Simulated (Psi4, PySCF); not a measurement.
Intermolecular potential of C2H6O ··· H3B (SMILES COC and B). Monomers: optimised at B3LYP-D3(BJ) (def2-TZVP), held rigid. Orientation: lowest of the rigid-body minima from ten starts at GFN2-xTB (searched outside a hard wall at short contacts). The monomers approach along the line of their centres of mass (distance R); nothing else relaxes. The shortest distances reach bonding range, where SAPT0 and rigid monomers are unreliable.

Computed with: RKS-B3LYP/6-31G* = PySCF 2.14.0 with restricted B3LYP/6-31G*, spherical d, no counterpoise correction; SAPT0/jun-cc-pVDZ, frozen core (Psi4).

Interaction energies in kcal/mol:

```csv
R / Å,RKS-B3LYP/6-31G*
1.74,36.43
1.94,2.80
2.12,-8.06
2.34,-11.35
2.57,-10.49
2.71,-9.29
3.04,-6.42
3.37,-4.24
3.84,-2.25
4.53,-0.75
5.54,-0.19
6.81,-0.07
```

**Question.** Estimate the SAPT0/jun-cc-pVDZ values at these points.

**Answer.** 1.74: 26.52; 1.94: -0.46; 2.12: -8.16; 2.34: -9.92; 2.57: -8.85; 2.71: -7.83; 3.04: -5.49; 3.37: -3.67; 3.84: -2.02; 4.53: -0.90; 5.54: -0.33; 6.81: -0.12 (kcal/mol).
